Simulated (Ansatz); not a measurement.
Reaction (formal exchange of groups at the Se–C bond): `CC(=O)[SeH]` + `C=[C]([GeH3])Br` → `C=[C]([GeH3])[SeH]` + `CC(=O)Br`

Isolated molecules relaxed with PBE0-D4/def2-TZVP in Ansatz; ΔE leaves out vibrations. CBS: MP2 limit from def2 TZ/QZ plus the TZ coupled-cluster correction, frozen cores. Functionals use def2-TZVPP. For Br, Ge, Se outer-core shells are correlated without core-valence functions, which leaves a few kJ/mol of doubt a bond. Scalar relativity is left out up to krypton. One conformer a species, not always the lowest.

`CC(=O)[SeH]`:

Z-matrix (Å, degrees):
```
C
C 1 1.500
H 1 1.090 2 109.1
H 1 1.092 2 110.0 3 120.7
H 1 1.092 2 110.0 3 -120.7
O 2 1.192 1 124.9 3 0.2
Se 2 1.953 1 116.4 3 -179.8
H 7 1.469 2 95.8 1 0.0
```

`C=[C]([GeH3])Br`:

Z-matrix (Å, degrees):
```
Ge
C 1 1.947
H 1 1.534 2 109.1
H 1 1.534 2 109.1 3 -119.8
H 1 1.537 2 107.7 3 120.1
Br 2 1.901 1 114.9 3 60.0
C 2 1.324 1 125.2 3 -120.0
H 7 1.085 2 122.8 1 180.0
H 7 1.086 2 119.6 1 -0.0
```

`C=[C]([GeH3])[SeH]`:

Cartesian coordinates in Å:
```
C -1.296 1.108 -0.021
C -0.094 0.557 -0.168
Ge 0.250 -1.308 0.263
Se 1.324 1.570 -0.941
H -1.502 2.146 -0.266
H -2.130 0.525 0.356
H 0.572 -2.089 -1.020
H -0.995 -1.891 0.951
H 1.464 -1.385 1.205
H 2.408 0.767 -0.360
```

`CC(=O)Br`:

Z-matrix (Å, degrees):
```
C
C 1 1.490
H 1 1.089 2 109.4
H 1 1.091 2 109.3 3 -121.4
H 1 1.091 2 109.3 3 121.4
O 2 1.176 1 128.3 3 0.1
Br 2 1.977 1 111.6 3 -179.9
```

```json
{"level": "PBE-D4", "ΔE (kcal/mol)": "-3.1"}
{"level": "r2SCAN-D4", "ΔE (kcal/mol)": "-3.1"}
{"level": "HF/def2-TZVPP", "ΔE (kcal/mol)": "-1.8"}
{"level": "CCSD(T)/def2-TZVPP", "ΔE (kcal/mol)": "-2.7"}
```

Task: What does CCSD(T)/CBS give? (An estimate is asked.)

Result: Ansatz gave: -2.6 kcal/mol. The listed levels differ from it by -0.5, -0.5, 0.8, -0.1 kcal/mol.

Largest T1 diagnostic among the species: 0.014.

In def2-TZVPP, CCSD(T) changes the Hartree–Fock value by −0.9 kcal/mol (the triples alone add −0.3 kcal/mol) and MP2 by −1.7 kcal/mol.
